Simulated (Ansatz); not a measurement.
Hf2Si2, relaxed as a singlet with RKS PBE-D4/def2-SVP in Ansatz, starting from the GFN1-xTB geometry. Force threshold 0.02 eV/Å.

In the def2 sets Hf takes a core potential; there is no spin–orbit coupling. The restricted singlet is unstable towards broken spin symmetry at other levels; at PBE-D4/def2-SVP this wasn't settled. Another isomer (singlet) lies 0.77 eV lower at PBE0-D4/def2-TZVP; other spin states weren't run for this one.

Start:

Cartesian coordinates in Å:
```
Hf 0.961 -0.991 -0.689
Hf -0.961 0.991 0.689
Si -0.690 0.212 -1.267
Si 0.690 -0.212 1.267
```

(1) Estimate the energy that the relaxation releases and the steps that it takes.

(2) Does the start keep its bonding and symmetry?

(3) Predict the relaxed structure.

Results:

(1) 118.4 kcal/mol, in 14 steps; 24 s on 4 threads of Arm Neoverse V2 on a shared host. No frequencies were taken in this run, so the end may be a saddle point.

(2) By distances, no bond broke or formed. The bond that changes most is Hf1–Si4, from 2.12 to 2.52 Å (atoms count from 1). Point group D2h at the start, C2v at the end, both within 0.05 Å.

(3) 
```xyz
4

Hf    1.115   -0.640   -0.715
Hf   -0.660    1.191    0.559
Si   -1.147    0.007   -1.609
Si    0.691   -0.557    1.765
```
Bond lengths (bridged metal pairs left out): 4 × Hf–Si 2.52 Å; 1 × Hf–Hf 2.85 Å.
